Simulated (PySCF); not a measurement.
[VCl5]2- holds V(III), d2, at total charge -2. The structure is a PBE0-D3(BJ)/def2-TZVP, IEF-PCM water geometry optimised for multiplicity 3; coordination trigonal bipyramidal, point group C3v, metal–donor distances 2.28–2.45 Å.

Method (PySCF 2.14, density fitting): CASSCF(2,5) with orbitals averaged over all microstates of the shell, strongly contracted NEVPT2 on the averaged canonical orbitals; basis x2c-TZVPall on the metal, x2c-SVPall elsewhere; spin-free X2C; IEF-PCM water; spin-orbit coupling by state interaction with the mean-field operator over all roots.

CASSCF energies above the lowest CASSCF root:

| state | CASSCF / cm⁻¹ |
| --- | --- |
| 3A2 | 0 |
| 3A2 | 3406 |
| 3A1 | 3465 |
| 3E | 5528 |
| 1E | 13842 |
| 3E | 15477 |
| 1E | 15490 |
| 1A1 | 17162 |
| 3A2 | 20300 |
| 1A2 | 21170 |
| 1A1 | 21491 |
| 3E | 22502 |
| 1E | 25575 |
| 1E | 28132 |
| 1E | 29980 |
| 1A1 | 31857 |
| 1A1 | 54643 |

How does dynamic correlation (SC-NEVPT2) move these states?


```csv
state,NEVPT2 / cm⁻¹,shift / cm⁻¹
3A2,0,0
3A2,4163,+757
3A1,4187,+722
3E,6418,+890
1E,11770,-2072
3E,18386,+2909
1E,14279,-1211
1A1,15547,-1614
3A2,18526,-1774
1A2,19578,-1592
1A1,19876,-1615
3E,21392,-1110
1E,24640,-935
1E,28004,-128
1E,30554,+575
1A1,31295,-561
1A1,49542,-5101
```

No frequencies were computed for the optimised geometry. Charge-transfer states lie outside this active space and may come lower than some of these levels. NEVPT2 lifts 3A2 from 3406 to 4163 cm⁻¹; on the d shell alone such lifts tend to overshoot. NEVPT2 on the d shell alone tends to put d–d bands too high for such charged or covalently bound ions.
